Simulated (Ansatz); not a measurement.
A run for Ansatz (a first-principles code): U-r2SCAN/def2-TZVPP on GaSb, 2S+1 = 3, a spin state set in the input, which need not be the lowest, a point of a bond scan (R = 2.538 Å). Elements past Kr take the def2 small-core potentials; no spin–orbit coupling.

Ansatz 0.2 input:
```yaml
crystal:
  periodic: [false, false, false]
  atoms:
    - {symbol: Ga, position_ang: [0.00000000, 0.00000000, 0.00000000]}
    - {symbol: Sb, position_ang: [0.00000000, 0.00000000, 2.53787200]}
basis:
  gaussian:
    orbitals: def2-TZVPP
    pivot_positions_ang: [[0.00000000, 0.00000000, 0.00000000], [0.00000000, 0.00000000, 2.53787200]]
hamiltonian:
  xc: {name: r2SCAN}
magnetization: {spin_polarized: true, initial_magnetization: 2}
output: {forces: true, orbitals: {seedname: ./end}}
```

Output:

```
WARN ansatz: RAYON_NUM_THREADS=1 ignored (pool sized by the plan → 1); use --threads N
Functional definition: r2SCAN
integrals: 0.03 GiB planned
751 factors; their error is unknown
mean field: 0.33 GiB planned
mean field evaluation 1: about -58915.9296 eV, gradient 1.7e1 eV
mean field evaluation 2: about -58904.1552 eV, gradient 4.3e1 eV
mean field evaluation 4: about -58917.1312 eV, gradient 1.8e0 eV
mean field evaluation 8: about -58917.1516 eV, gradient 1.3e-1 eV
mean field evaluation 16: about -58917.1373 eV, gradient 6.3e-4 eV
mean field evaluation 32: about -58917.0386 eV, gradient 1.1e-2 eV
mean field evaluation 64: about -58917.1277 eV, gradient 4.6e-1 eV
mean field -58917.13733912 eV, -2165.1648617428 hartree, gradient 2.5e-6 eV, S^2 2.022478; 8 other end points of the search recorded, 0 dependent functions left out
the calculation of the forces begins
reference -58917.13735248 eV, -2165.1648622336 hartree; 28, 26 occupied and 70, 72 virtual orbitals, 751 factors
Total energy: -58917.13735248 eV, -2165.1648622336 hartree
Atom 0 at     0.000000     0.000000     0.000000 Å, force    -0.000000    -0.000000     0.177527 eV/Å
Atom 1 at     0.000000     0.000000     2.537872 Å, force    -0.000000     0.000000    -0.177527 eV/Å
Dipole moment:     0.000000    -0.000000    -0.304442 e Å
```

Self-consistency was reached.

Cost: very roughly 20 core-seconds.
